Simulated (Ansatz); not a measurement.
`C=NC[SiH2]C` + `CN[SiH3]` → `C[SiH2]N(C)[SiH3]` + `C=NC` at 700 K and 1 bar (ligand exchange at the Si–C bond).

Calculated with Ansatz (gas phase, PBE0-D4/def2-TZVP geometries, no zero-point term in ΔE). CBS: MP2 limit from def2 TZ/QZ plus the TZ coupled-cluster correction, frozen cores. Each species was taken in one conformer, which may not be the lowest.

```json
{"species": "`C=NC[SiH2]C`", "CCSD(T)/CBS energy (Eh)": "-463.33298", "H − E (kJ/mol)": "384.9", "S (J/(mol·K))": "491.1"}
{"species": "`CN[SiH3]`", "CCSD(T)/CBS energy (Eh)": "-386.04948", "H − E (kJ/mol)": "271.2", "S (J/(mol·K))": "396.1"}
{"species": "`C[SiH2]N(C)[SiH3]`", "CCSD(T)/CBS energy (Eh)": "-715.62877", "H − E (kJ/mol)": "430.8", "S (J/(mol·K))": "562.7"}
{"species": "`C=NC`", "CCSD(T)/CBS energy (Eh)": "-133.77870", "H − E (kJ/mol)": "225.1", "S (J/(mol·K))": "327.9"}
```

H − E and S are ideal-gas, rigid-rotor, harmonic terms from PBE0-D4/def2-TZVP, for one conformer and one mirror image of each species. 1 Eh = 2625.50 kJ/mol, R = 8.31446 J/(mol·K).

By hand: ΔE, ΔH, ΔS and ΔG.

ΔE = (-715.62877) + (-133.77870) − (-463.33298) − (-386.04948) = -0.02501 Eh = -65.7 kJ/mol. Δ(H − E) = 430.8 + 225.1 − 384.9 − 271.2 = -0.2, so ΔH = -65.9 kJ/mol. ΔS = 562.7 + 327.9 − 491.1 − 396.1 = 3.4 J/(mol·K). ΔG = -65.9 − 700 × (3.4)/1000 = -68.3 kJ/mol.

By hand: the equilibrium constant, and the temperature at which ΔG would vanish if ΔH and ΔS stayed fixed.

log₁₀ K = −ΔG/(RT ln 10) = 5.1. ΔH and −TΔS have one sign here, so there is no such temperature. One of them is within its doubt of zero, so this could turn.

The number of gas molecules stays the same, so ΔS is small and ΔH decides. A doubt of 5 kJ/mol in ΔE shifts log₁₀ K by 0.4 here. Other conformers and mirror images would add mixing entropy, several J/(mol·K) or more a flexible species. Modes under 60 cm⁻¹, often nearly free rotors, make the harmonic entropy too high. These are equilibria of isolated gas molecules and say nothing of rates. Largest T1 diagnostic: 0.011 (customary marks: 0.02 for closed shells, 0.045 for open ones).
